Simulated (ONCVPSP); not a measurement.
Sc (Z = 21) ONCV: all-electron and pseudo phase curves

ONCVPSP 4.0.1 input, shortened (lines: element, Z, core and valence counts, functional; n l f; lmax; l rc ep ncon nbas qcut; lloc lpopt rc5 dvloc0; l nproj debl; icmod fcfact rcfact), LDA (Perdew-Wang 92), scalar-relativistic:

```
  Sc 21.00    3    4  -001012      upf
    1    0    2.00
    2    0    2.00
    2    1    6.00
    3    0    2.00
    3    1    6.00
    3    2    1.00
    4    0    1.00
    3
    0    1.55    0.00    3    7    6.10
    1    1.05    0.00    5    9    8.00
    2    2.35    0.00    4    9    7.80
    3    2.30    0.36    3    7    4.80
    4    5    0.75    0.00
    0    2    0.70
    1    2    1.00
    2    2    3.40
    3    3    1.70
    3    2.25    1.30
```

In the p channel the program set the typed energies aside and used -1.493, 0.250 Ha.

The phase is arctan(r·R′/R) of the radial function R(r), unwrapped; energies in Ha, scanned from -4 to 5 Ha. A pole is an energy at which the radial function vanishes at the test radius. The pseudo phase is shifted by a multiple of π to meet the all-electron one at the reference energy, and phase errors are pseudo minus all-electron; the curves can meet again beyond the range given. Levels narrower than the energy grid can be missing from the lists of poles.

Task: For each channel, where are the poles, and over which energies does the pseudopotential scatter like the atom?

Result:

```json
{"channel": "s", "radius (bohr)": "1.57", "reference energy (Ha)": "-0.37", "poles, all-electron": "-1.49", "poles, pseudo": "-1.49, 4.45", "unbroken range about the reference energy with phases within 0.05 rad": "below 2.0", "phase error 1 Ha above the reference energy (rad)": "-0.001"}
{"channel": "p", "radius (bohr)": "1.06", "reference energy (Ha)": "-1.49", "poles, all-electron": "3.43", "poles, pseudo": "3.42", "unbroken range about the reference energy with phases within 0.05 rad": "the whole range", "phase error 1 Ha above the reference energy (rad)": "-0.000"}
{"channel": "d", "radius (bohr)": "2.39", "reference energy (Ha)": "-0.38", "poles, all-electron": "-0.13, 2.71", "poles, pseudo": "-0.14, 2.70", "unbroken range about the reference energy with phases within 0.05 rad": "below 0.6", "phase error 1 Ha above the reference energy (rad)": "-0.059"}
{"channel": "f", "radius (bohr)": "2.33", "reference energy (Ha)": "0.36", "poles, all-electron": "2.40", "poles, pseudo": "2.40", "unbroken range about the reference energy with phases within 0.05 rad": "the whole range", "phase error 1 Ha above the reference energy (rad)": "-0.000"}
```

Note: no bound ghost flagged; GHOST(+) flagged for s at 118.5 eV.

Phases in the p channel:

```json
{"E (Ha)": "-3.98", "all-electron": "0.499", "pseudo": "0.498"}
{"E (Ha)": "-3.50", "all-electron": "0.253", "pseudo": "0.253"}
{"E (Ha)": "-3.02", "all-electron": "-0.056", "pseudo": "-0.056"}
{"E (Ha)": "-2.54", "all-electron": "-0.385", "pseudo": "-0.385"}
{"E (Ha)": "-2.06", "all-electron": "-0.673", "pseudo": "-0.673"}
{"E (Ha)": "-1.58", "all-electron": "-0.894", "pseudo": "-0.894"}
{"E (Ha)": "-1.10", "all-electron": "-1.055", "pseudo": "-1.055"}
{"E (Ha)": "-0.62", "all-electron": "-1.173", "pseudo": "-1.173"}
{"E (Ha)": "-0.14", "all-electron": "-1.262", "pseudo": "-1.262"}
{"E (Ha)": "0.34", "all-electron": "-1.331", "pseudo": "-1.331"}
{"E (Ha)": "0.82", "all-electron": "-1.385", "pseudo": "-1.385"}
{"E (Ha)": "1.30", "all-electron": "-1.431", "pseudo": "-1.431"}
{"E (Ha)": "1.78", "all-electron": "-1.469", "pseudo": "-1.469"}
{"E (Ha)": "2.26", "all-electron": "-1.503", "pseudo": "-1.503"}
{"E (Ha)": "2.74", "all-electron": "-1.532", "pseudo": "-1.533"}
{"E (Ha)": "3.22", "all-electron": "-1.559", "pseudo": "-1.560"}
{"E (Ha)": "3.70", "all-electron": "-1.585", "pseudo": "-1.586"}
{"E (Ha)": "4.18", "all-electron": "-1.609", "pseudo": "-1.610"}
{"E (Ha)": "4.66", "all-electron": "-1.632", "pseudo": "-1.635"}
```
